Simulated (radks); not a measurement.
Q: Isoelectronic series with 7 electrons, all held in the configuration [He] 2s2 2p3, which need not be the ground one along the series. All-electron calculation, non-relativistic Kohn-Sham, PBE, spin-unpolarised, spherical densities, point nucleus. Program: a radial shooting solver on a logarithmic mesh with Libxc functionals. Total energies (hartree) and orbital eigenvalues (hartree):

| ion | E (hartree) | 2p | 2s |
|---|---|---|---|
| N | -54.42100 | -0.26073 | -0.68198 |
| O+ | -74.34108 | -0.89878 | -1.45571 |
| F2+ | -97.52674 | -1.80105 | -2.49500 |
| Ne3+ | -123.97110 | -2.96006 | -3.79141 |
| Mg5+ | -186.62458 | -6.03857 | -7.14483 |
| Al6+ | -222.83088 | -7.95591 | -9.19954 |
| Si7+ | -262.28917 | -10.12456 | -11.50546 |
| P8+ | -304.99897 | -12.54418 | -14.06228 |
| Cl10+ | -400.17191 | -18.13553 | -19.92781 |

Estimate the row of S9+.

A: E (hartree) -350.95997; 2p -15.21456; 2s -16.86978.
